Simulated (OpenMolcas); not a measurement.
A ladder of methods for CH2NSn (SMILES N#[C][SnH2])

The species is CH2NSn (5 atoms), meant as a doublet with charge 0. As SMILES, `N#[C][SnH2]`. Geometry: relaxed at PBE0-D4/def2-TZVP.

```xyz
5

N     0.8338   -1.5357    1.6656
C     0.5060   -0.8515    0.7960
Sn    0.0096    0.3311   -0.8863
H    -1.6485    0.0382   -1.1840
H     0.3490    1.9444   -0.4326
```

Each level gives the energy change with the Sn3–H4 bond stretched from 1.710 to 2.223 Å (eV). The values are calculated.

| level | kind | program | value (eV) | CPU time (all runs) |
| --- | --- | --- | --- | --- |
| UHF/def2-SVPD (core potential) | Hartree–Fock | OpenMolcas | 1.02 | 25 s |
| U-revPBE/def2-SVPD (core potential) | GGA | OpenMolcas | 0.74 | 90 s |
| UPBE/def2-SVPD (core potential) | GGA | OpenMolcas | 0.76 | 90 s |
| U-r2SCAN/def2-SVPD (core potential) | meta-GGA | OpenMolcas | 0.87 | 2.2 min |
| UM06-L/def2-SVPD (core potential) | meta-GGA | OpenMolcas | 0.80 | 2.1 min |
| UTPSS/def2-SVPD (core potential) | meta-GGA | OpenMolcas | 0.82 | 2.3 min |
| UM06-2X/def2-SVPD (core potential) | hybrid meta-GGA | OpenMolcas | 0.90 | 1.8 min |
| UPBE0/def2-SVPD (core potential) | global hybrid | OpenMolcas | 0.90 | 87 s |

The first shape isn't each level's own minimum. The values span 0.74 to 1.02 eV. CPU times are rough (shared hosts, several kinds of processor): they show what a rung costs within a factor of a few.
